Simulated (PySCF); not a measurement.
## B2H4O2

The system: B2H4O2, a small molecule; neutral, singlet. The structure, one conformer, was relaxed in the gas phase by PBE0-D3(BJ)/def2-SVP. No frequency run checks that it is a minimum.

SMILES: BB(O)O

| atom | x (Å) | y (Å) | z (Å) |
| --- | --- | --- | --- |
| O1 | -0.057 | 1.664 | 0.106 |
| B2 | 0.038 | 0.343 | -0.204 |
| O3 | 0.176 | 0.024 | -1.530 |
| B4 | -0.028 | -0.771 | 1.087 |
| H5 | -0.015 | 2.214 | -0.688 |
| H6 | 0.239 | -0.918 | -1.707 |
| H7 | 0.965 | -1.131 | 1.680 |
| H8 | -1.071 | -1.256 | 1.467 |

Shieldings: GIAO PBE0/pcSseg-2. Shifts are against computed references at the same level: H TMS (σ 31.24 ppm). Core levels by delta-SCF with SCAN, pcX-2 on the ionised atom and pcseg-1 elsewhere, spin-free X2C; from the vacuum level, for chosen atoms.

(1) Give the shieldings and core levels atom by atom.

(2) By CAM-B3LYP/def2-SVPD (TDDFT singlets, Tamm-Dancoff triplets, ionisation by delta-SCF), where does absorption start, and what does vertical ionisation take?

## Answers

(1) 
```json
{"atoms": "O1", "bonded to": "1 B + 1 H", "σ (ppm)": "202.0", "δ (ppm)": "-", "core level (eV)": "1s 539.06"}
{"atoms": "B2", "bonded to": "1 B + 2 O", "σ (ppm)": "64.4", "δ (ppm)": "-", "core level (eV)": "1s 197.14"}
{"atoms": "O3", "bonded to": "1 B + 1 H", "σ (ppm)": "195.4", "δ (ppm)": "-", "core level (eV)": "1s 539.29"}
{"atoms": "B4", "bonded to": "1 B + 2 H", "σ (ppm)": "-10.4", "δ (ppm)": "-", "core level (eV)": "1s 196.62"}
{"atoms": "H5", "bonded to": "1 O", "σ (ppm)": "27.34", "δ (ppm)": "3.91", "core level (eV)": "-"}
{"atoms": "H6", "bonded to": "1 O", "σ (ppm)": "27.55", "δ (ppm)": "3.70", "core level (eV)": "-"}
{"atoms": "H7 H8", "bonded to": "1 B", "σ (ppm)": "21.82", "δ (ppm)": "9.43", "core level (eV)": "-"}
```

Values are those of this one static structure; atoms that internal rotation interchanges would show their mean in an NMR spectrum.

The core-hole state of B4 is spin-contaminated (⟨S²⟩ 0.79 against 0.75 for a pure doublet), so that value and differences from it are less sure.

(2) The lowest singlet lies at 4.68 eV (f 0.001), the strongest of the first 6 at 7.74 eV (f 0.057), the lowest triplet at 3.90 eV; vertical ionisation takes 11.15 eV.

The 3 runs behind this took 2.2 min in all, one thread each of Arm Neoverse N1 on a shared host, launched as `OMP_NUM_THREADS=1 python cluster_run.py task.json out`.
